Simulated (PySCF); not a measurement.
Complex of MgClCH3 and furan

A complex built from MgClCH3 and furan; neutral, singlet.

Parts: 1 = MgClCH3 ([CH3][Mg][Cl]), atoms 1–6; 2 = furan (c1ccoc1), atoms 7–15.

```tsv
atom	part	x (Å)	y (Å)	z (Å)
C1	1	-1.055	0.591	-0.291
Mg2	1	0.442	-0.564	-1.186
Cl3	1	2.256	-1.013	-2.433
H4	1	-1.074	0.459	0.807
H5	1	-2.058	0.310	-0.659
H6	1	-0.946	1.672	-0.473
C7	2	-0.921	-4.322	0.430
C8	2	0.226	-4.782	-0.300
C9	2	0.775	-3.695	-0.894
O10	2	0.033	-2.586	-0.576
C11	2	-0.996	-2.983	0.237
H12	2	-1.603	-4.919	1.031
H13	2	0.594	-5.802	-0.376
H14	2	1.627	-3.501	-1.543
H15	2	-1.661	-2.194	0.578
```

In these coordinates Mg2···O10 is 2.151 Å. Part 2 is then moved rigidly along that line, all else held; at short range other atoms may come into contact.

The starting structure comes from a short search with a few starts; no frequency run checks that it is a minimum, and another way of binding may lie lower.

Level of theory: GIAO PBE0/pcSseg-1 NMR shielding, non-relativistic, gas phase, in PySCF 2.14.0. Density fitting is used. The geometry comes from PBE0-D3(BJ)/def2-SVP.

Δδ = σ(isolated, relaxed part) − σ(cluster), in ppm. The parts keep the shape that they have in the complex, so Δδ needn't reach zero at long range.

```tsv
Mg2···O10 (Å)	Mg2	Cl3	C7	C9	O10	H14
1.721	+12.5	+21.3	+5.9	+7.8	-53.1	+3.12
1.828	+2.4	+8.7	+5.1	+6.6	-49.3	+2.49
1.936	-4.9	-0.6	+4.5	+5.8	-45.3	+2.00
2.043	?	?	?	?	?	?
2.151	?	?	?	?	?	?
2.259	-15.2	-13.4	+2.9	+4.3	-33.0	+1.10
2.366	-16.3	-14.3	+2.5	+4.1	-29.2	+0.91
2.689	-16.5	-12.0	+1.6	+3.8	-19.4	+0.56
3.226	-13.7	-3.9	+0.8	+3.6	-8.4	+0.33
4.302	-10.1	+5.4	0.0	+3.3	+4.3	+0.22
6.453	-8.8	+8.8	-0.6	+3.0	+13.2	+0.18
```

**Question.** Fill in the withheld rows.

**Answer.** 
```json
{"Mg2···O10 (Å)": "2.043", "Mg2": "-9.8", "Cl3": "-7.0", "C7": "+3.9", "C9": "+5.1", "O10": "-41.1", "H14": "+1.63"}
{"Mg2···O10 (Å)": "2.151", "Mg2": "-13.1", "Cl3": "-11.1", "C7": "+3.4", "C9": "+4.7", "O10": "-37.0", "H14": "+1.33"}
```

The geometry optimisation stopped short of its threshold.

The 11 runs took 3.7 min in all, one thread each of Arm Neoverse V2 on a shared host, launched as `OMP_NUM_THREADS=1 python cluster_run.py task.json out`.
